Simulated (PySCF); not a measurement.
Ti(O)2 cation (O2Ti), SMILES [O]=[Ti]=[O] (connectivity only; charge and spin as stated), charge +1, multiplicity 2.

Coordinates come from a B3LYP-D3(BJ)/def2-TZVP optimisation. A frequency run showed that this geometry is not a minimum. The multiplicity is an assumed one; other spin states were not compared. The isomer is the one that the SMILES or the coordinates give; other isomers of the formula were not compared.

Method: PBE0/def2-TZVPD run with PySCF.

The molecule is in vacuum.

| Item | Result |
|---|---|
| total energy | -999.30412 hartree |
| point group | C2v |
| α spin, highest occupied and lowest empty level | -16.87 and -9.30 eV |
| β spin, highest occupied and lowest empty level | -16.35 and -11.49 eV |
| dipole moment about the centre of nuclear charge | 6.23 D |
| mean static polarisability | 26.8 bohr³ (3.97 Å³) |
| polarisability, principal values | 14.9, 22.2, 43.3 bohr³ |
| ⟨S²⟩ | 0.831 (pure state 0.75) |
